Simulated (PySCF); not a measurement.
Computed shifts of a molecule C2H6ClFSi, B3LYP/pcSseg-1 run with PySCF, GIAO, gas phase, equivalent atoms averaged, in ppm (number of nuclei): ¹⁹F: -143.7 (1). ¹³C: 116.5 (1), 26.6 (1). ²⁹Si: -77.1 (1). ¹H: 6.86 (1), 4.20 (3), 1.82 (1), 1.63 (1). References: ¹⁹F against CFCl3 (σ = 161.7 ppm); ¹³C against TMS (σ = 181.3 ppm); ³⁵Cl against HCl (σ = 933.3 ppm); ²⁹Si against TMS (σ = 338.7 ppm); ¹H against TMS (σ = 31.68 ppm), references at their B3LYP-D3(BJ)/def2-TZVP geometries, non-relativistic (without spin–orbit terms, shifts of atoms bonded to Cl or Br come out too high). Geometry: B3LYP-D3(BJ)/def2-SVP. The values are those of a single conformer.

**Question.** Identify the compound among the candidates.
(A) F[C@H]([SiH3])CCl
(B) F[C@@H](Cl)C[SiH3]
(C) C[Si](C)(F)Cl
(D) C[Si@H](Cl)CF

**Answer.** B, F[C@@H](Cl)C[SiH3]
